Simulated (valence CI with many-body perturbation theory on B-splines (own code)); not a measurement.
Results of a calculation; reference values are marked as such.
Sn XXXV: what each term of the Hamiltonian does

Level of theory: configuration interaction combined with many-body perturbation theory (CI+MBPT): six valence electrons over a frozen Dirac-Fock core [Ne], radial functions for each j: 9 s, 9 p, 8 d, 6 f, 3 g, 1 h, with the one-electron correlation potential Σ1 (screened to all orders), the two-electron term Σ2, the three-electron term Σ3, Breit, model QED; selected single and double excitations, second order for the rest, scaled by the run's own slope (own B-spline code, finite nucleus).

No measured spectrum was set against this ion. As an estimate, large intervals hold to a few tenths of a per cent, small ones and those within an open d or f shell to about a per cent. Among the levels kept, up to 1500 cm⁻¹ of a level comes from second order outside the variational space, and about a tenth of that is noise between levels of different J, which matters for small intervals.

Each rung adds one term. CI alone is the Dirac-Coulomb CI over the frozen core; QED comes last and gives the full result, which names the levels. Energies are above (3s^2 3p1/2^2 3p3/2^2) J=2 on the same rung, in eV.

Levels are named by their leading jj configuration (3d3/2^4 stands for four electrons in 3d with j = 3/2), which in mixed levels can hold well under half, so a name can repeat and another be missing. Letters in brackets count levels of one name in rising energy.

```csv
Level,CI alone
(3s^2 3p1/2^2 3p3/2^2) J=0,11.24
(3s^2 3p1/2 3p3/2^3) J=1,52.47
(3s^2 3p1/2 3p3/2^3) J=2,59.01
(3s^2 3p3/2^4) J=0,116.19
(3s^2 3p1/2^2 3p3/2 3d3/2) J=2,139.65
(3s^2 3p1/2^2 3p3/2 3d3/2) J=1,141.83
(3s^2 3p1/2^2 3p3/2 3d3/2) J=3,144.93
(3s^2 3p1/2^2 3p3/2 3d3/2) J=0,144.65
(3s 3p1/2^2 3p3/2^3) J=2,145.81
(3s^2 3p1/2^2 3p3/2 3d5/2) J=4,155.81
(3s 3p1/2^2 3p3/2^3) J=1,165.87
(3s^2 3p1/2^2 3p3/2 3d5/2) J=2,166.75
(3s^2 3p1/2^2 3p3/2 3d5/2) J=3,170.10
(3s^2 3p1/2^2 3p3/2 3d5/2) J=1,178.99
(3s^2 3p1/2 3p3/2^2 3d3/2) J=0,188.06
(3s^2 3p1/2 3p3/2^2 3d3/2) J=2 [a],189.06
```

(1) What do these energies become with core correlation, Breit and QED?

(2) How does the ionisation energy move along the ladder, and which term matters most?

Results:

(1) (3s^2 3p1/2^2 3p3/2^2) J=0 11.26 (+0.018); (3s^2 3p1/2 3p3/2^3) J=1 51.98 (-0.486); (3s^2 3p1/2 3p3/2^3) J=2 58.35 (-0.658); (3s^2 3p3/2^4) J=0 115.07 (-1.115); (3s^2 3p1/2^2 3p3/2 3d3/2) J=2 138.67 (-0.987); (3s^2 3p1/2^2 3p3/2 3d3/2) J=1 140.86 (-0.968); (3s^2 3p1/2^2 3p3/2 3d3/2) J=3 143.70 (-1.234); (3s^2 3p1/2^2 3p3/2 3d3/2) J=0 143.74 (-0.909); (3s 3p1/2^2 3p3/2^3) J=2 144.71 (-1.098); (3s^2 3p1/2^2 3p3/2 3d5/2) J=4 154.22 (-1.587); (3s 3p1/2^2 3p3/2^3) J=1 164.63 (-1.246); (3s^2 3p1/2^2 3p3/2 3d5/2) J=2 165.22 (-1.523); (3s^2 3p1/2^2 3p3/2 3d5/2) J=3 168.40 (-1.698); (3s^2 3p1/2^2 3p3/2 3d5/2) J=1 177.40 (-1.587); (3s^2 3p1/2 3p3/2^2 3d3/2) J=0 186.62 (-1.440); (3s^2 3p1/2 3p3/2^2 3d3/2) J=2 [a] 187.45 (-1.605).

(2) CI alone 2232.6, + Σ1 2233.4, + Σ2 2233.5, + Σ3 2233.0, + Breit 2231.6, + QED 2231.6 eV. The largest step is Breit, -1.3 eV. NIST lists 2227 ± 3 eV (semi-empirical).
